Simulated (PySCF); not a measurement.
C6H6O, SMILES [C@H]12O[C@H](C=C1)C=C2.

Coordinates come from a PBE-D3(BJ)/def2-SVP optimisation. The structure was generated by enumeration; whether it is a known compound was not checked. The values are those of a single conformer.

Calculation: PBE-D3(BJ)/def2-SVP (PySCF 2.14.0).

Frequencies are harmonic and unscaled.

| mode | ν (cm⁻¹) | IR (km/mol) | moving atoms (share of kinetic energy) |
|---|---|---|---|
| 1 | 414 | 3.9 | C 50 %, H 44 % |
| 2 | 420 | 0.0 | C 74 %, H 26 % |
| 3 | 525 | 3.7 | C 63 %, H 31 % |
| 4 | 591 | 15.1 | H 71 %, O 16 %, C 13 % |
| 5 | 657 | 44.5 | O 47 %, C 40 %, H 13 % |
| 6 | 700 | 0.0 | C 89 %, H 11 % |
| 7 | 702 | 22.5 | H 51 %, C 37 %, O 12 % |
| 8 | 791 | 0.5 | C 73 %, O 21 % |
| 9 | 816 | 1.6 | C 52 %, H 40 %, O 8 % |
| 10 | 858 | 25.5 | C 76 %, H 24 % |
| 11 | 863 | 0.0 | H 51 %, C 49 % |
| 12 | 866 | 3.2 | C 69 %, H 20 %, O 10 % |
| 13 | 882 | 75.3 | C 37 %, H 35 %, O 29 % |
| 14 | 882 | 0.0 | H 69 %, C 31 % |
| 15 | 904 | 2.4 | H 55 %, C 44 % |
| 16 | 933 | 1.9 | H 56 %, C 35 %, O 9 % |
| 17 | 999 | 3.5 | H 97 % |
| 18 | 1031 | 30.9 | C 65 %, O 30 % |
| 19 | 1106 | 0.6 | C 55 %, H 45 % |
| 20 | 1153 | 0.5 | H 75 %, C 25 % |
| 21 | 1177 | 0.0 | H 79 %, C 21 % |
| 22 | 1211 | 0.1 | H 83 %, C 14 % |
| 23 | 1223 | 0.0 | H 53 %, C 47 % |
| 24 | 1251 | 21.8 | H 56 %, C 43 % |
| 25 | 1275 | 5.6 | H 68 %, C 25 % |
| 26 | 1579 | 2.2 | C 91 %, H 9 % |
| 27 | 1621 | 0.4 | C 93 % |
| 28 | 3074 | 35.8 | H 92 %, C 8 % |
| 29 | 3077 | 5.7 | H 91 %, C 9 % |
| 30 | 3161 | 0.0 | H 92 % |
| 31 | 3162 | 2.1 | H 92 % |
| 32 | 3186 | 5.6 | H 90 %, C 10 % |
| 33 | 3188 | 1.2 | H 90 %, C 10 % |
